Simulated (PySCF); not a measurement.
AlF3, SMILES [F][Al-]([F])[F], charge -1, multiplicity 2. The structure is a stationary point at PBE-D3(BJ)/def2-SVPD.

Computed equilibrium geometry at PBE-D3(BJ)/def2-SVPD (PySCF confirms it by a frequency run) as Cartesian coordinates in Å, and its point group:
point group C3v.
```xyz
4

Al     0.0000     0.0000     0.4077
F     -1.4216    -0.8207    -0.1963
F      0.0000     1.6415    -0.1963
F      1.4216    -0.8207    -0.1963
```
Charge -1, spin multiplicity 2.
